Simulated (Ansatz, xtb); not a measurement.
**Two isomers of C5H11BSi**

Structure a is `C[C@@H]1CBC=C[SiH2]1`, a singlet and structure b is `B[C@@H]1CC=CC[SiH2]1`, a singlet. Both are isolated molecules in the gas phase, relaxed with B3LYP/def2-SVP, each in the lowest conformer that the search found.

Quicker runs give these differences E(b) − E(a): GFN2-xTB −6.4 kcal/mol; HF/STO-3G +11.1 kcal/mol (at GFN2-xTB geometries); r2SCAN-D4/def2-SVP +8.5 kcal/mol (at GFN2-xTB geometries).

Problem. Estimate E(b) − E(a) at the level CCSD(T)/def2-SVP + ΔMP2/def2-TZVPP.

Solution. Calculated at CCSD(T)/def2-SVP + ΔMP2/def2-TZVPP: E(b) − E(a) = +7.3 kcal/mol, so structure a lies lower.

Level by level:

```
                             level        geometry  E(b) − E(a) (kcal/mol)  departure from the last row (kcal/mol)  job, with rough time for the two
                          GFN2-xTB        GFN2-xTB                      −6.4                                   −13.6              optimisation, 0.24 s
                         HF/STO-3G        GFN2-xTB                     +11.1                                    +3.9              single point, 0.44 s
                r2SCAN-D4/def2-SVP        GFN2-xTB                      +8.5                                    +1.2                 single point, 5 s
                    B3LYP/def2-SVP  B3LYP/def2-SVP                      +8.9                                    +1.6                optimisation, 71 s
                       HF/def2-SVP  B3LYP/def2-SVP                     +10.9                                    +3.6           part of the CCSD(T) run
                      MP2/def2-SVP  B3LYP/def2-SVP                      +7.2                                    −0.1           part of the CCSD(T) run
                  CCSD(T)/def2-SVP  B3LYP/def2-SVP                      +7.8                                    +0.5                      single point
CCSD(T)/def2-SVP + ΔMP2/def2-TZVPP  B3LYP/def2-SVP                      +7.3                                                       single point, 100 s
```

As drawn, b has 1 C–C, 1 B–H in place of 1 C–B, 1 C–H.

GFN2-xTB puts the two in the other order. The largest departure from CCSD(T)/def2-SVP + ΔMP2/def2-TZVPP is that of GFN2-xTB, 13.6 kcal/mol. The last row adds to CCSD(T) the change of the MP2 difference between the two basis sets, here −0.5 kcal/mol.

With thermal terms from frequencies at re-optimised GFN2-xTB minima (ideal gas, soft modes damped towards free rotors, one conformer each, 298.15 K, 1 atm): on the last row, ΔE + ΔZPE = +6.6, ΔH = +6.5, ΔG = +6.8 kcal/mol.

The correlated steps freeze 11 core orbitals. Codes used: Ansatz 0.2.0, xtb 6.7.1; the last row on 4 threads of Arm Neoverse V1 on a shared host.
